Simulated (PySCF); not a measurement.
Cl₃Sb, charge -1, multiplicity 2. Atoms are numbered in the order given.

```xyz
4

Sb     0.0000     0.0000    -0.3642
Cl     0.0000     0.0000     2.0822
Cl     0.0000    -2.6261    -0.4947
Cl     0.0000     2.6261    -0.4947
```
Charge -1, spin multiplicity 2.

Geometry optimised at r2SCAN-D4/def2-SVPD. The multiplicity is an assumed one; other spin states were not compared. The isomer is the one that the SMILES or the coordinates give; other isomers of the formula were not compared. The def2 effective core potentials stand for the cores of Sb; spin–orbit coupling is left out.

Level of theory: PBE/def2-TZVPD (PySCF).

Gas-phase values at a fixed geometry.

```json
{
 "total_energy": "-1620.53688 hartree",
 "point_group": "C2v",
 "α spin, highest occupied and lowest empty level": "-0.84 and 1.25 eV",
 "β spin, highest occupied and lowest empty level": "-2.20 and 0.20 eV",
 "dipole_moment_about_the_centre_of_nuclear_charge": "0.96 D",
 "mean_static_polarisability": "120.5 bohr³ (17.86 Å³)",
 "polarisability_principal_values": "82.9, 110.8, 167.8 bohr³",
 "⟨S²⟩": "0.753 (pure state 0.75)"
}
```
